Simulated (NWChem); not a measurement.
System: C2H6Cd; SMILES [CH3][Cd][CH3]

All runs: NWChem. STO-3G and 3-21G are far too small for this property and stand as cheap habits. Geometry: optimised at PBE0/def2-SVP. def2 effective core potentials on Cd; no spin-orbit coupling. Field at 589 nm.

Question: Among these, which level gives the highest value of “isotropic polarisability (bohr³)”?
A) B3LYP/def2-SVPD (core potentials)
B) B3LYP/def2-SVP (core potentials)
C) B3LYP/STO-3G (all-electron, non-relativistic)

Answer: A, B3LYP/def2-SVPD (core potentials). Values: B3LYP/STO-3G (all-electron, non-relativistic) 30.4; B3LYP/def2-SVP (core potentials) 56.2; B3LYP/def2-SVPD (core potentials) 64.4
